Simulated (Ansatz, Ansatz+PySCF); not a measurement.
A single Be atom.

Basis set: def2-SVP (spherical functions). Charge 0, multiplicity 1.

Computed with Ansatz (development build ahead of 0.2.0); each method stands on the lowest determinant of its kind that the runs found.

The vertical ionization energy (product with multiplicity 2 at the same shape, open shells in the same class of orbitals) of singlet Be:

```csv
method,ionization energy
UHF,7.98 eV
```

Question: What does PBE0 (restricted) give?

Answer: 8.93 eV. Caution for UHF: the unrestricted determinant is spin contaminated.
